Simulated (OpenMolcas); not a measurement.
**As3+: from CASSCF to CASPT2**

```json
{
  "Program": "OpenMolcas",
  "Basis": "ANO-RCC-VQZP [7s6p4d2f1g]",
  "Scalar Hamiltonian": "DKH2, point nucleus",
  "Active space": "2 electrons in 8 orbitals (4s 4p 5s 5p)",
  "State averaging": "2S+1 = 3 even, 3 roots; 2S+1 = 1 even, 7 roots; 2S+1 = 3 odd, 3 roots; 2S+1 = 1 odd, 3 roots",
  "Spin-orbit coupling": "RASSI with atomic mean-field integrals over the reference wave functions, term energies averaged over their components"
}
```

Methods on the same reference wave functions:
A. CASSCF
B. SS-CASPT2, IPEA 0.25 Eh, imaginary shift 0.1 Eh (closed shells correlated: 3d)
C. MS-CASPT2, IPEA 0.25 Eh, imaginary shift 0.1 Eh (closed shells correlated: 3d)

Energies in cm⁻¹ above 4s² ¹S₀, the measured ground level; measured values from Moore, Atomic Energy Levels, vol. II, NSRDS-NBS 35 (1971 reprint of NBS Circular 467, 1952).

```
     Level       A       B       C  Measured
   4s² ¹S₀     0.0     0.0     0.0       0.0
4s 4p ³P°₀   73520   73602   73661          
4s 4p ³P°₁   74532   74605   74664     76962
4s 4p ³P°₂   76672   76754   76813     79492
4s 4p ¹P°₁  120946  112884  112943    112022
```

Deviations, from unrounded energies. A percentage is the sum of absolute deviations over the sum of measured energies, with the sign that they share, or ± where signs differ.

| Against measurement | Levels | A | B | C |
| --- | --- | --- | --- | --- |
| mean absolute deviation (cm-1) | 3 | 4700 | 2000 | 2000 |
| other configurations (%) | 3 | ±5.3 | ±2.2 | ±2.2 |

B, C lie about equally close to measurement and A furthest from it. The largest miss of C in the table is 4s 4p ³P°₂, by -2700 cm-1. The ranking rests on the paired levels alone, and a cruder setting can come out closer through cancelling errors.

Between B and C the level of the table that moves most is 4s 4p ³P°₀, by 59 cm-1 (lowest in B, highest in C).

The lowest spin-free term lies below A's lowest term by 0.080 hartree in B, 0.080 hartree in C.

Over all roots computed the reference weight is 0.91 to 0.99 in B, 0.91 to 0.99 in C; the roots of lowest weight are the least certain, and an intruder state may touch them. Active for correlation alone: 5p 5s; no level in the range computed is led by a configuration that fills them, so any true level of that kind is missing. Measured partners are found by configuration, term and J. A level has none where our copy of the source lacks it or the pairing is in doubt (some pairs that miss far off the trend of their configuration count as doubtful), and it then counts in no deviation. Levels of configurations outside the active space are missing. The table leaves out levels that lie high or whose names do not pair safely across all columns.

° marks odd parity.
